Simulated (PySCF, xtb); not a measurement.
2-chlorocyclopenta-1,3-diene (C5H5Cl), SMILES C1C=C(C=C1)Cl. One conformer was computed; it need not be the lowest.

Harmonic wavenumbers (cm⁻¹) from GFN2-xTB in xtb at its own minimum, in rising order: 214, 275, 340, 444, 553, 736, 757, 775, 855, 864, 891, 983, 1032, 1046, 1082, 1137, 1189, 1251, 1320, 1389, 1556, 1630, 2955, 2980, 3140, 3157, 3161.

What does PBE-D3(BJ)/def2-SVP (PySCF 2.14.0) give at its own minimum? (The exact figures need the calculation; the answer reports its results.)

208, 292, 346, 460, 572, 664, 725, 784, 850, 863, 914, 922, 966, 1040, 1060, 1118, 1181, 1244, 1315, 1343, 1530, 1600, 2957, 2992, 3153, 3174, 3183. Paired by order, the mean absolute difference is 21 cm⁻¹ and the zero-point energies are 51.1 and 50.7 kcal/mol.
